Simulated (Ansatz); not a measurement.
Reaction (cleavage of the B–Si bond): `B[SiH](B)O` + `B1N[SiH2]1` → `BN1B[SiH2]1` + `B[SiH2]O`

Computed with Ansatz on PBE0-D4/def2-TZVP structures; ΔE is electronic, products minus reactants. CCSD(T)/CBS adds triple-zeta CCSD(T) − MP2 to the extrapolated MP2 energy (def2 sets, frozen cores). Functionals use def2-TZVPP. HSE06 is defined as in plane-wave codes. Each species was taken in one conformer, which may not be the lowest.

Task: Is it downhill or uphill in electronic energy at CCSD(T)/CBS, and by how much? (Estimate.)

Result: Computed: Downhill: ΔE = -1.11 eV.

Task: What do these levels give: PBE-D4, r2SCAN-D4, B97M-V, HSE06-D4, BHLYP-D4, B2PLYP, PBE-QIDH, BHLYP, RPA@PBE/def2-TZVPP, CCSD/def2-SVP, CCSD(T)/def2-SVP, SCS-MP2/def2-TZVPP? (Best estimate.)

Result: Computed: PBE-D4 -0.97, r2SCAN-D4 -1.05, B97M-V -1.04, HSE06-D4 -1.04, BHLYP-D4 -1.22, B2PLYP -1.17, PBE-QIDH -1.13, BHLYP -1.21, RPA@PBE/def2-TZVPP -1.14, CCSD/def2-SVP -1.21, CCSD(T)/def2-SVP -1.21, SCS-MP2/def2-TZVPP -1.22 eV.

Largest T1 diagnostic among the species: 0.014.

From BLYP to BHLYP (50 % exact exchange), in def2-TZVPP and without D4, ΔE moves by −0.12 eV. At CCSD(T), def2-SVP lies −0.10 eV from the extrapolated value and def2-TZVPP −0.01 eV.
